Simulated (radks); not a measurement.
The bismuth anion Bi3-, [Rn], held by a Watson sphere: a shell of charge +3 at radius R that stands for the Madelung well of a crystal (potential energy -3/R inside, -3/r outside, in hartree with lengths in bohr). All-electron calculation, scalar-relativistic Kohn-Sham, LB94 model potential, spin-polarised, spherical densities, finite nucleus; Fermi nuclear charge, rms radius of each element as measured or else 0.836 A^(1/3) + 0.57 fm. Program: a radial shooting solver on a logarithmic mesh with Libxc functionals. Response by self-consistent Sternheimer equations with the Hartree and adiabatic LDA kernel, the relativistic mass of each level held fixed and spin-orbit coupling left out. The sphere does not respond.

R (bohr) = 3.92: e(5d) (eV) -29.915; e(6s) (eV) -17.204; e(6p) (eV) -7.924; <r> 6p (bohr) 3.342; sum of <r^2> (bohr^2) 121.1; X-ray form factor at sin(theta)/lambda = 0.1 1/angstrom 79.321; alpha (bohr^3) 118.6
R (bohr) = 4.8: e(5d) (eV) -28.715; e(6s) (eV) -15.751; e(6p) (eV) -6.436; <r> 6p (bohr) 3.622; sum of <r^2> (bohr^2) 136.6; X-ray form factor at sin(theta)/lambda = 0.1 1/angstrom 79.025; alpha (bohr^3) 195.2
R (bohr) = 5: e(5d) (eV) -28.487; e(6s) (eV) -15.489; e(6p) (eV) -6.145; <r> 6p (bohr) 3.680; sum of <r^2> (bohr^2) 140.1; X-ray form factor at sin(theta)/lambda = 0.1 1/angstrom 78.975; alpha (bohr^3) 217.5
R (bohr) = 5.82: e(5d) (eV) -27.673; e(6s) (eV) -14.586; e(6p) (eV) -5.115; <r> 6p (bohr) 3.902; sum of <r^2> (bohr^2) 154.9; X-ray form factor at sin(theta)/lambda = 0.1 1/angstrom 78.826; alpha (bohr^3) 333.8
R (bohr) = 5.92: e(5d) (eV) -27.585; e(6s) (eV) -14.491; e(6p) (eV) -5.005; <r> 6p (bohr) 3.927; sum of <r^2> (bohr^2) 156.7; X-ray form factor at sin(theta)/lambda = 0.1 1/angstrom 78.814; alpha (bohr^3) 351.3
R (bohr) = 6.38: e(5d) (eV) -27.206; e(6s) (eV) -14.089; e(6p) (eV) -4.538; <r> 6p (bohr) 4.041; sum of <r^2> (bohr^2) 165.3; X-ray form factor at sin(theta)/lambda = 0.1 1/angstrom 78.768; alpha (bohr^3) 443.7
